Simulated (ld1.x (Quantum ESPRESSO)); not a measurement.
# Configuration tests for oxygen (O) (TM)

O (Z = 8), norm-conserving Troullier–Martins (Kleinman–Bylander form), made with ld1.x (Quantum ESPRESSO) 7.5 (PBE, fully relativistic). Core [He], reference 2s2 2p2 (charge +2). Waves: 2p (bound): rc 1.95 bohr; 2s (bound): rc 0.75 bohr. Local part: the s channel. Core correction: a·sin(br)/r model core inside 0.75 bohr.

Open shells are filled in proportion to 2j + 1 (rel_dist='average').

Energies are relative to the spin-unpolarised reference configuration 2s2 2p2; without spin polarisation the order of configurations can differ from experiment.

Give the all-electron excitation energy and the error of the potential for: 2s2 2p4; 2s2 2p3; 2s2 2p1; 2s0 2p6; 2s1 2p5; 2s2 2p3.5; 2s1 2p4.

```json
{"valence configuration": "2s2 2p4", "charge": "0", "ΔE all-electron (eV)": "-50.017", "error AE − PS (meV)": "+468"}
{"valence configuration": "2s2 2p3", "charge": "+1", "ΔE all-electron (eV)": "-33.586", "error AE − PS (meV)": "+206"}
{"valence configuration": "2s2 2p1", "charge": "+3", "ΔE all-electron (eV)": "53.869", "error AE − PS (meV)": "+475"}
{"valence configuration": "2s0 2p6", "charge": "0", "ΔE all-electron (eV)": "-20.080", "error AE − PS (meV)": "+1359"}
{"valence configuration": "2s1 2p5", "charge": "0", "ΔE all-electron (eV)": "-35.067", "error AE − PS (meV)": "+910"}
{"valence configuration": "2s2 2p3.5", "charge": "+0.5", "ΔE all-electron (eV)": "-43.731", "error AE − PS (meV)": "+355"}
{"valence configuration": "2s1 2p4", "charge": "+1", "ΔE all-electron (eV)": "-18.358", "error AE − PS (meV)": "+555"}
```
